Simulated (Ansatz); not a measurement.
Al₁₀⁻, relaxed as a doublet with UKS PBE-D4/def2-SVP in Ansatz, starting from a model built from a lattice or polyhedron. Force threshold 0.03 eV/Å.

The relaxation made no stability test and no search for a lower SCF solution.

Start:

Cartesian coordinates in Å:
```
Al -1.7980 -2.4586 -1.4027
Al -0.8005 -1.4905 0.9510
Al 0.1784 -0.5011 3.3282
Al -1.6439 0.2606 -1.0093
Al -0.6602 1.2219 1.3572
Al -1.4880 2.9695 -0.5981
Al 0.6475 -1.2343 -1.3609
Al 1.6583 -0.2385 1.0204
Al 0.7980 1.4640 -0.9907
Al 3.1085 0.0072 -1.2952
```

Question: Estimate the energy that the relaxation releases and the steps that it takes.

Answer: 2.28 eV, in 31 steps; 4.8 min on 4 threads of Arm Neoverse V1 on a shared host. No frequencies were taken in this run, so the end may be a saddle point.

Question: Does the start keep its bonding?

Answer: Bonds lost: Al1–Al7, Al2–Al8, Al5–Al9, Al8–Al9 (atoms count from 1). Bonds formed: Al3–Al7, Al5–Al7, Al5–Al10, Al6–Al10 (atoms count from 1).

Question: Predict the relaxed structure.

Answer: 
Cartesian coordinates in Å:
```
Al -2.0949 -2.2582 -1.2844
Al -1.7668 -1.3108 1.2103
Al 0.5898 -1.6406 2.2231
Al -1.8366 0.4344 -0.8134
Al -0.1190 0.9484 1.2065
Al -0.2831 2.6905 -0.7308
Al 0.6104 -0.9873 -0.4712
Al 2.5092 -0.0247 1.5651
Al 0.3110 0.7046 -2.4215
Al 2.0800 1.4436 -0.4838
```
Bond lengths (bridged metal pairs left out): 22 × Al–Al 2.56 to 2.87 Å.
